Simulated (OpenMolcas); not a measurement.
Au3+ with 6 ligands (water) in octahedral coordination (Th) at 2.21 Å. Ligand basis ANO-RCC-VDZP.

```json
{"Program": "OpenMolcas", "Method": "CASSCF", "Basis": "ANO-RCC-VTZP [8s7p5d3f1g]", "Scalar Hamiltonian": "DKH2, point nucleus", "Active space": "8 electrons in 5 orbitals (5d)", "State averaging": "2S+1 = 3 even, 10 roots; 2S+1 = 1 even, 15 roots", "Spin-orbit coupling": "state interaction with AMFI integrals over the reference wave functions"}
```

Question: What is the spin-free ground state (labels of O, taken over from Oh, the nearest higher group)?

Answer: 3A2, 1-fold in its orbital part; it has the highest spin that d8 allows.

Question: Where is the first state of the same spin?

Answer: 3T2 at 17300 cm-1 above the ground state.

Question: What are the lowest two levels with spin-orbit coupling?

Answer: A 3-fold level T2, then a 2-fold level E 9600 cm-1 above it. Their leading multiplicities are 3 (98 %) and 1 (67 %).

Question: What is χT at 300 K, and how does it compare with the textbook value?

Answer: The lowest level has 2S+1 = 3, for which the spin-only value is χT = S(S+1) / 2 = 1.000 cm3 K/mol (g = 2). The computed 1.673 at 300 K differs by +0.673, through orbital momentum, spin-orbit coupling and any other state in reach.

Question: Which ligand-field parameters describe the states?

Answer: A least-squares ligand-field fit to the states below 45000 cm-1, each weighted by its degeneracy and with a free common offset, gives 10Dq = 17224 cm-1, B = 801 cm-1 and C = 2775 cm-1 (C/B = 3.46), with an rms deviation of 71 cm-1. The same method and metal basis give the free ion B = 937 cm-1 (fit to its terms below 60000 cm-1, rms deviation 6 cm-1), so the nephelauxetic ratio is β = 801 / 937 = 0.85; it hangs on how both fits weigh the states, and computed free-ion B values tend to be too large, so β mixes covalency with correlation.

Without dynamic correlation the repulsion within the d shell is too large (B by tens of per cent), so at a given field states of lower spin stand too high. Real 4d8 and 5d8 ions are as a rule square planar and diamagnetic. The least metal-like active orbital is 80 % on the metal (Löwdin) and no ligand orbital is active, so the numbers are rough. With metal d orbitals alone the field can be off either way by tens of per cent. Ligand-to-metal charge-transfer states are missing. With no ligand orbital active B as a rule stays too high, so bands that hang on it stand too high and its fall with covalency is understated. No measured value stands beside these numbers; the geometry was imposed, not optimised, and the real ion may take another.
